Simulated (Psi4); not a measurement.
C$_{4}$HCoO$_{4}$, singlet, at a GFN2-xTB geometry (such geometries of metal compounds can be far from the true shape); Psi4 1.11 with B3LYP/6-31G**.

Psi4 was given this input:
```
memory 2 GB

molecule {
0 1
Co    0.16866841   -0.21594632    0.06853971
O     2.11576714    0.29848456   -2.06833429
C     1.35421924    0.10880843   -1.24378571
O     0.72658796    0.75338840    2.78353125
C     0.50304980    0.38753436    1.72901993
O    -1.56131369    1.99895132   -0.63445186
C    -0.88158165    1.12868977   -0.35823750
O    -1.88689263   -2.27515241   -0.32693741
C    -1.09826619   -1.46809481   -0.17680757
H     1.02823552   -1.31645086    0.41783143
}

set {
  basis 6-31g**
  diis_max_vecs 3
}

energy('b3lyp')
print_variables()
```

It wrote (shortened):

```
   => Loading Basis Set <=

    Name: 6-31G**
    Role: ORBITAL
    Keyword: BASIS

         ---------------------------------------------------------
                                   SCF
               by Justin Turney, Rob Parrish, Andy Simmonett
                          and Daniel G. A. Smith
                              RKS Reference
         ---------------------------------------------------------

  ==> Geometry <==

    Molecular point group: c1
    Full point group: C1

    Geometry (in Angstrom), charge = 0, multiplicity = 1:

       Center              X                  Y                   Z               Mass
    ------------   -----------------  -----------------  -----------------  -----------------
         CO           0.169744688114    -0.217324279727     0.068977063778    58.933194290000
         O            2.116843418114     0.297106600273    -2.067896936222    15.994914619570
         C            1.355295518114     0.107430470273    -1.243348356222    12.000000000000
         O            0.727664238114     0.752010440273     2.783968603778    15.994914619570
         C            0.504126078114     0.386156400273     1.729457283778    12.000000000000
         O           -1.560237411886     1.997573360273    -0.634014506222    15.994914619570
         C           -0.880505371886     1.127311810273    -0.357800146222    12.000000000000
         O           -1.885816351886    -2.276530369727    -0.326500056222    15.994914619570
         C           -1.097189911886    -1.469472769727    -0.176370216222    12.000000000000
         H            1.029311798114    -1.317828819727     0.418268783778     1.007825032230

  Running in c1 symmetry.

  Rotational constants: A =      0.03953  B =      0.03953  C =      0.03203 [cm^-1]
  Rotational constants: A =   1184.97824  B =   1184.97824  C =    960.09547 [MHz]
  Nuclear repulsion =  621.464696487372862

  Charge       = 0
  Multiplicity = 1
  Electrons    = 84
  Nalpha       = 42
  Nbeta        = 42

  ==> Algorithm <==

  SCF Algorithm Type is DF.
  DIIS enabled.
  MOM disabled.
  Fractional occupation disabled.
  Guess Type is SAD.
  Energy threshold   = 1.00e-06
  Density threshold  = 1.00e-06
  Integral threshold = 1.00e-12

  ==> Primary Basis <==

  Basis Set: 6-31G**
    Blend: 6-31G**
    Number of shells: 63
    Number of basis functions: 164
    Number of Cartesian functions: 164
    Spherical Harmonics?: false
    Max angular momentum: 3

  ==> DFT Potential <==

   => LibXC <=

    Version 7.1.2
    S. Lehtola, C. Steigemann, M. J. T. Oliveira, and M. A. L. Marques,  SoftwareX 7, 1–5 (2018) (10.1016/j.softx.2017.11.002)

   => Composite Functional: B3LYP <=

    B3LYP Hyb-GGA Exchange-Correlation Functional

    P. J. Stephens, F. J. Devlin, C. F. Chabalowski, and M. J. Frisch,  J. Phys. Chem. 98, 11623 (1994) (10.1021/j100096a001)

    Deriv               =              1
    GGA                 =           TRUE
    Meta                =          FALSE

    Exchange Hybrid     =           TRUE
    MP2 Hybrid          =          FALSE

   => Exchange Functionals <=

    0.0800   Slater exchange
    0.7200         Becke 88

   => Exact (HF) Exchange <=

    0.2000               HF

   => Correlation Functionals <=

    0.1900   Vosko, Wilk & Nusair (VWN5_RPA)
    0.8100   Lee, Yang & Parr

   => LibXC Density Thresholds  <==

    XC_HYB_GGA_XC_B3LYP:  1.00E-15

   => Molecular Quadrature <=

    Radial Scheme          =       TREUTLER
    Pruning Scheme         =           NONE
    Nuclear Scheme         =       TREUTLER

    Blocking Scheme        =         OCTREE
    BS radius alpha        =              1
    Pruning alpha          =              1
    Radial Points          =             75
    Spherical Points       =            302
    Total Points           =         214994
    Total Blocks           =           1672
    Max Points             =            256
    Max Functions          =            156
[...]
   @DF-RKS iter  70: -1836.61099633681351   -1.06943e-03   2.52495e-04 DIIS/ADIIS
   @DF-RKS iter  71: -1836.61119491282852   -1.98576e-04   1.70188e-04 DIIS/ADIIS
   @DF-RKS iter  72: -1836.61098420520761    2.10708e-04   2.32705e-04 DIIS/ADIIS
   @DF-RKS iter  73: -1836.61047677692545    5.07428e-04   3.77062e-04 DIIS/ADIIS
   @DF-RKS iter  74: -1836.61104012447663   -5.63348e-04   2.39509e-04 DIIS/ADIIS
   @DF-RKS iter  75: -1836.61107624152464   -3.61170e-05   1.94417e-04 DIIS/ADIIS
   @DF-RKS iter  76: -1836.61113653046550   -6.02889e-05   1.91567e-04 DIIS/ADIIS
   @DF-RKS iter  77: -1836.60865924989298    2.47728e-03   6.62516e-04 DIIS/ADIIS
   @DF-RKS iter  78: -1836.61107290772861   -2.41366e-03   2.12629e-04 DIIS/ADIIS
   @DF-RKS iter  79: -1836.61117972551506   -1.06818e-04   1.63095e-04 DIIS/ADIIS
   @DF-RKS iter  80: -1836.61100614288625    1.73583e-04   2.23357e-04 DIIS/ADIIS
   @DF-RKS iter  81: -1836.60976868495914    1.23746e-03   5.20203e-04 DIIS/ADIIS
   @DF-RKS iter  82: -1836.61113305318759   -1.36437e-03   1.91009e-04 DIIS/ADIIS
   @DF-RKS iter  83: -1836.61096933274121    1.63720e-04   2.19162e-04 DIIS/ADIIS
   @DF-RKS iter  84: -1836.61112972777892   -1.60395e-04   1.90122e-04 DIIS/ADIIS
   @DF-RKS iter  85: -1836.60824284130422    2.88689e-03   7.34003e-04 DIIS/ADIIS
   @DF-RKS iter  86: -1836.61104153583051   -2.79869e-03   2.05883e-04 DIIS/ADIIS
   @DF-RKS iter  87: -1836.61107754614773   -3.60103e-05   1.94682e-04 DIIS/ADIIS
   @DF-RKS iter  88: -1836.61098091298732    9.66332e-05   2.26449e-04 DIIS/ADIIS
   @DF-RKS iter  89: -1836.60928724919131    1.69366e-03   6.05895e-04 DIIS/ADIIS
   @DF-RKS iter  90: -1836.61111538169416   -1.82813e-03   1.82643e-04 DIIS/ADIIS
   @DF-RKS iter  91: -1836.61066352176886    4.51860e-04   2.96627e-04 DIIS/ADIIS
   @DF-RKS iter  92: -1836.61108290465017   -4.19383e-04   2.01140e-04 DIIS/ADIIS
   @DF-RKS iter  93: -1836.60950415864045    1.57875e-03   5.78651e-04 DIIS/ADIIS
   @DF-RKS iter  94: -1836.61092967434706   -1.42552e-03   2.27542e-04 DIIS/ADIIS
   @DF-RKS iter  95: -1836.61080250690065    1.27167e-04   2.78248e-04 DIIS/ADIIS
   @DF-RKS iter  96: -1836.61094061996755   -1.38113e-04   2.36015e-04 DIIS/ADIIS
   @DF-RKS iter  97: -1836.60939566474076    1.54496e-03   5.94318e-04 DIIS/ADIIS
   @DF-RKS iter  98: -1836.61099134465462   -1.59568e-03   2.15429e-04 DIIS/ADIIS
   @DF-RKS iter  99: -1836.61004301099729    9.48334e-04   4.24423e-04 DIIS/ADIIS
   @DF-RKS iter 100: -1836.61094858568617   -9.05575e-04   2.35210e-04 DIIS/ADIIS

PsiException: Could not converge SCF iterations in 100 iterations.

  Failed to converge.

Traceback (most recent call last):
  File "psi4", line 375, in <module>
  File "<string>", line 31, in <module>
  File "site-packages/psi4/driver/driver.py", line 533, in energy
  File "site-packages/psi4/driver/procrouting/proc.py", line 2760, in run_scf
  File "site-packages/psi4/driver/procrouting/proc.py", line 2047, in scf_helper
  File "site-packages/psi4/driver/procrouting/scf_proc/scf_iterator.py", line 93, in scf_compute_energy
  File "site-packages/psi4/driver/procrouting/scf_proc/scf_iterator.py", line 86, in scf_compute_energy
  File "site-packages/psi4/driver/procrouting/scf_proc/scf_iterator.py", line 609, in scf_iterate

psi4.driver.p4util.exceptions.SCFConvergenceError: Could not converge SCF iterations in 100 iterations.

Printing out the relevant lines from the Psithon --> Python processed input file:
    H     1.02823552   -1.31645086    0.41783143
    """)
    core.IO.set_default_namespace("")
    core.set_global_option("BASIS", "6-31g**")
    core.set_global_option("DIIS_MAX_VECS", 3)
--> energy('b3lyp')
    print_variables()

!-------------------------------------------------------!
!                                                       !
!  Could not converge SCF iterations in 100 iterations. !
!                                                       !
!-------------------------------------------------------!
```

The run did not converge; its last values are not results.
